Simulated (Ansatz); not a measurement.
```yaml
crystal:
  periodic: [false, false, false]
  atoms:
    - {symbol: Ge, position_ang: [0.024473, -0.089123, -0.056953]}
    - {symbol: H, position_ang: [0.029706, -0.003538, 1.449494]}
    - {symbol: H, position_ang: [1.437847, -0.111355, -0.604057]}
    - {symbol: H, position_ang: [-0.778378, 1.285604, -0.369700]}
    - {symbol: H, position_ang: [-0.788733, -1.322724, -0.614548]}
basis:
  gaussian: {orbitals: def2-mTZVPP, fitting: {mean_field: cc-pVTZ-jkfit}}
hamiltonian: {xc: {name: HSE06}}
scf: {omitted_lower_state_checks: [starts]}
```

```sh
$ ansatz run in.yaml --threads 4 --pin off --events-out ev --progress --plain --max-ram 3916MiB
```

It prints (some lines left out):

```
Functional definition: HSE06
  name "HSE06"
  cite "Heyd, Scuseria & Ernzerhof, J. Chem. Phys. 118, 8207 (2003) doi:10.1063/1.1564060"
  cite "Krukau, Vydrov, Izmaylov & Scuseria, J. Chem. Phys. 125, 224106 (2006) doi:10.1063/1.2404663"
  cite "Heyd & Scuseria, J. Chem. Phys. 120, 7274 (2004) doi:10.1063/1.1668634"
  cite "Ernzerhof & Perdew, J. Chem. Phys. 109, 3313 (1998) doi:10.1063/1.476928"
  cite "Perdew, Burke & Ernzerhof, Phys. Rev. Lett. 77, 3865 (1996) doi:10.1103/PhysRevLett.77.3865"
  parent pbe
  parameter a = 0.25
  parameter omega = 0.11/bohr
  # The whole range is PBE's own exchange, as in plane waves. The composition of these papers is wPBEh.
  exchange = pbe_x - a*pbe_x_sr(omega) + a*exact_x_sr(omega)
  correlation = pbe_c
these checks for a lower state are left out or cut short: starts
327 factors; integrals over basis functions are off by at most 3.4e-2 eV
327 factors; integrals over basis functions are off by at most 1.8e-7 eV
mean field evaluation 1: about -56575.2357 eV, gradient 1.4e1 eV
mean field evaluation 2: about -56575.3454 eV, gradient 1.3e1 eV
mean field evaluation 4: about -56575.4472 eV, gradient 2.9e-1 eV
mean field evaluation 8: about -56575.4469 eV, gradient 9.5e-4 eV
mean field -56575.44692794 eV, -2079.1093263867 hartree, gradient 2.1e-5 eV, S^2 0.000000; 0 other end points of the search recorded, 0 dependent functions left out
reference -56575.44695603 eV, -2079.1093274188 hartree; 18, 18 occupied and 38, 38 virtual orbitals, 327 factors
Total energy: -56575.44695603 eV, -2079.1093274188 hartree
Checks for a lower state left out: starts
```

It took 0.35 s on 4 threads of Intel Xeon on a shared host.

HSE06 is defined as in plane-wave codes, on full-range PBE exchange.
